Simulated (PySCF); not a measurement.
F5Nb, singlet, geometry from GFN2-xTB (such geometries of metal compounds can be far from the true shape) (core potentials on Nb).

Here is a job for PySCF.
```python
from pyscf import gto, scf, dft

mol = gto.M(
    atom='''
Nb   -0.000000   -0.000000    0.000000
F     1.478714   -0.914668   -0.530257
F    -0.329884    0.246599    1.770522
F    -1.148830    0.668069   -1.240266
F    -0.928719   -1.524184    0.039250
F     0.928719    1.524184   -0.039250
''',
    basis='def2-sv(p)',
    ecp={'Nb': 'def2-sv(p)'},
    charge=0,
    spin=0,
    verbose=4,
)

mf = dft.RKS(mol)
mf.xc = 'tpssh'
mf = mf.density_fit(auxbasis='def2-universal-jkfit')
mf.kernel()
mf.analyze()
```

**Question.** Predict the HOMO-LUMO gap from DF-TPSSH/def2-SV(P) (PySCF).

**Answer.** 7.79 eV

**Question.** Estimate the dipole moment that DF-TPSSH/def2-SV(P) returns for this input.

**Answer.** 0.00 D

**Question.** Give the total energy at the level DF-TPSSH/def2-SV(P).

**Answer.** -1112.062882 Ry

**Question.** What is the computed nuclear repulsion energy (DF-TPSSH/def2-SV(P))?

**Answer.** 325.3258 Eh

**Question.** What is the computed number of basis functions (DF-TPSSH/def2-SV(P))?

**Answer.** 94
